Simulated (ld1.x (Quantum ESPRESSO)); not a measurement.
# What one change does to a pseudopotential (antimony, TM)

| Property | Result |
| --- | --- |
| Element | Sb (Z = 51) |
| Generator | ld1.x (Quantum ESPRESSO) 7.5 |
| Type | norm-conserving Troullier–Martins (Kleinman–Bylander form) |
| Functional | LDA (PZ) |
| Relativity | fully relativistic |
| Frozen core | [Kr] |
| Valence charge | 15 |
| Reference configuration | 4d10 5s1.75 5p3.25 |
| Partial waves | 5p (bound): rc 2.35 bohr; 4d (bound): rc 1.70 bohr; 5s (bound): rc 1.90 bohr |
| Local potential | the s channel |
| Core correction | none |

Open shells are filled in proportion to 2j + 1 (rel_dist='average').

Change: type TM semilocal; scalar-relativistic; local potential the p channel.

Cutoffs: the cutoffs (Ry, on a coarse ladder) from which the occupation-weighted sum of valence levels, in a spherical-Bessel basis at the reference potential, stays within 10 and 1 mRy of its value at 400 Ry; they do not see the model core or the augmentation charge, which bear on the density cutoff. Errors are all-electron minus pseudo energies relative to the spin-unpolarised reference configuration.

Problem. How do hardness, ghosts and transferability respond?

Solution. The potential gets neither clearly harder nor softer (80 Ry and 140 Ry → 80 Ry and 140 Ry); the number of tests with a reliable result goes from 6 to 9; of the 6 tests that both files solve, the error grows in 1 and shrinks in 3 by more than 15 % and 0.3 meV (median size 9.7 → 3.7 meV); neither file shows a bound ghost. A semilocal file is local in each channel, so a ghost entry of none says nothing of the separable form that plane-wave codes build from it. Several settings change at once here, so the effects cannot be laid on one of them.

| quantity | base | changed |
| --- | --- | --- |
| cutoff, loose | 80 Ry | 80 Ry |
| cutoff, tight | 140 Ry | 140 Ry |
| bound ghosts | none | none |
| tests with a reliable result | 6 of 7 | 9 of 9 |
| error for 4d10 5s2 5p3, meV [ΔE -2.02 → -2.03 eV] | 0.0 | +0.2 |
| error for 4d10 5s2 5p2, meV [ΔE 6.51 → 6.49 eV] | +0.7 | -1.2 |
| error for 4d10 5s1 5p4, meV [ΔE 6.16 → 6.18 eV] | -0.4 | -0.5 |
| error for 4d9 5s2 5p3, meV [ΔE 38.75 → 38.77 eV] | -265 | -147 |
| error for 4d10 5s1 5p0, meV [ΔE 92.41 → 92.35 eV] | +63 | +46 |
| error for 4d10 5s2 5p0, meV [ΔE 47.60 → 47.53 eV] | +19 | +6.2 |
| s: phases at 2.55 bohr within 0.05 rad from the reference energy up to (Ry; the scan ends near 5) | 2.5 | 2.5 |
